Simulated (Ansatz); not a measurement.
Mg3Zn⁺, relaxed as a quartet with UKS PBE/def2-TZVP in Ansatz, starting from the PBE/def2-TZVP geometry of the charge +1 doublet. Force threshold 0.02 eV/Å.

The relaxation made no stability test and no search for a lower SCF solution. At PBE/def2-TZVP a doublet of charge 1 lies 1.46 eV below the quartet, each at its own geometry. The structure comes from a short search, and lower isomers may exist.

Start:

```xyz
4

Mg    0.968   -1.074   -0.823
Mg    2.039    1.448    0.718
Mg   -2.141   -1.395   -0.490
Zn   -0.866    1.021    0.594
```

```json
{"step": "1", "energy (eV)": "-64727.9993", "largest force component (eV/Å)": "0.859", "SCF passes": "19"}
{"step": "2", "energy (eV)": "-64728.2796", "largest force component (eV/Å)": "0.673", "SCF passes": "22"}
{"step": "3", "energy (eV)": "-64728.4170", "largest force component (eV/Å)": "0.159", "SCF passes": "23"}
{"step": "4", "energy (eV)": "-64728.4356", "largest force component (eV/Å)": "0.090", "SCF passes": "22"}
{"step": "5", "energy (eV)": "-64728.4380", "largest force component (eV/Å)": "0.004", "SCF passes": "22"}
{"step": "6", "energy (eV)": "-64728.4383", "largest force component (eV/Å)": "0.023", "SCF passes": "23"}
{"step": "7", "energy (eV)": "-64728.4387", "largest force component (eV/Å)": "0.016", "SCF passes": "20"}
{"step": "8", "energy (eV)": "-64728.4430", "largest force component (eV/Å)": "0.097", "SCF passes": "27"}
{"step": "9 (rejected)", "energy (eV)": "-64728.4276", "largest force component (eV/Å)": "0.236", "SCF passes": "29"}
{"step": "10", "energy (eV)": "-64728.4536", "largest force component (eV/Å)": "0.063", "SCF passes": "24"}
{"step": "11", "energy (eV)": "-64728.4631", "largest force component (eV/Å)": "0.054", "SCF passes": "24"}
{"step": "12", "energy (eV)": "-64728.4789", "largest force component (eV/Å)": "0.061", "SCF passes": "24"}
{"step": "13", "energy (eV)": "-64728.5008", "largest force component (eV/Å)": "0.109", "SCF passes": "24"}
{"step": "14", "energy (eV)": "-64728.5238", "largest force component (eV/Å)": "0.159", "SCF passes": "24"}
{"step": "15", "energy (eV)": "-64728.5466", "largest force component (eV/Å)": "0.055", "SCF passes": "25"}
{"step": "16", "energy (eV)": "-64728.5525", "largest force component (eV/Å)": "0.071", "SCF passes": "24"}
{"step": "17", "energy (eV)": "-64728.5541", "largest force component (eV/Å)": "0.049", "SCF passes": "25"}
{"step": "18", "energy (eV)": "-64728.5547", "largest force component (eV/Å)": "0.011", "SCF passes": "21"}
```

Force components are those of the run's own axes.

End:

```xyz
4

Mg    2.057   -0.769   -0.744
Mg    1.493    1.589    0.789
Mg   -3.075   -0.706   -0.034
Zn   -0.475   -0.114   -0.011
```

Bonds lost: Mg1–Mg3 (atoms count from 1).

The force fell under the threshold at step 5, but the optimiser went on and released 0.117 eV more. No frequencies were taken in this run, so the end may be a saddle point.

Hardware: 4 threads of Arm Neoverse V1 on a shared host. Wall time 35 s.
